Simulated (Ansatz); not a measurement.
ZnO2⁻. Total charge -1; doublet. Geometry PBE0-D4/def2-TZVPD; atoms count from 1.

```
atom    x (Å)    y (Å)    z (Å)
 Zn1  -0.8079  -0.1721   1.2225
  O2   0.8853   0.3814  -0.2705
  O3  -0.0774  -0.2093  -0.9520
```

The structure holds 1 bond(s) between oxygen atoms. Another isomer (doublet) lies 0.90 eV lower at PBE0-D4/def2-TZVPD; other spin states weren't run for this one.

**Question.** Estimate the Mulliken populations from the PBE0/def2-TZVPD orbitals of Ansatz.

**Answer.** 
```
atom  charge (e)  spin (α − β)  d electrons
 Zn1       -0.49         -0.02        10.01
  O2       -0.26          0.51            –
  O3       -0.25          0.50            –
```
Mulliken values and Mayer orders depend strongly on the basis. With diffuse functions, as here, like atoms can get unlike values, and bond orders can come out too low or too high.

**Question.** Where does the spin sit?

**Answer.** Summed by element: Zn -0.02, O 1.02, of 1 unpaired in all. Largest on single atoms: O2 0.51, O3 0.50, Zn1 -0.02.

**Question.** And the Mayer bond orders between bonded heavy atoms (over 0.3)?

**Answer.** O2–O3 1.03 (1.32 Å).
